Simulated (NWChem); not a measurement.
System: AlNH$_{4}$O$_{2}$; SMILES [NH2][Al]([OH])[OH]

The following NWChem deck was run.

```
start job
memory heap 200 mb stack 900 mb global 1100 mb
geometry units angstroms noautosym nocenter noautoz
  Al    -0.066689     0.002210    -0.000598
  O      0.590728    -1.567513     0.000012
  H      1.516942    -1.806411     0.000690
  O     -1.757854     0.175359     0.000038
  H     -2.359256    -0.569900     0.001719
  N      0.902570     1.476429    -0.001476
  H      0.496932     2.404953    -0.002216
  H      1.912595     1.537439    -0.004000
end
basis spherical
  * library 6-31g*
end
dft
  xc b3lyp
  iterations 150
end
property
  shielding
end
task dft property
```

Structure relaxed at the PBE0/def2-SVP level.

GIAO values for the isolated, static molecule; σ is the absolute isotropic shielding, δ = σ(reference) − σ with the isolated reference molecule computed at the same levels (1H: tetramethylsilane, 15N: ammonia, 17O: water).

Atoms are numbered as in the input.

### Question
Give the results of this calculation. (B3LYP/6-31G* (spherical d), GIAO.) Quantities: σ Al1 (ppm); δ O2 (ppm); δ H3 (ppm); δ O4 (ppm); δ H5 (ppm); δ N6 (ppm); δ H7 (ppm).

### Answer
```json
{
 "σ Al1 (ppm)": "491.8",
 "δ O2 (ppm)": "3.6",
 "δ H3 (ppm)": "0.59",
 "δ O4 (ppm)": "-2.4",
 "δ H5 (ppm)": "0.60",
 "δ N6 (ppm)": "-4.5",
 "δ H7 (ppm)": "-0.60"
}
```
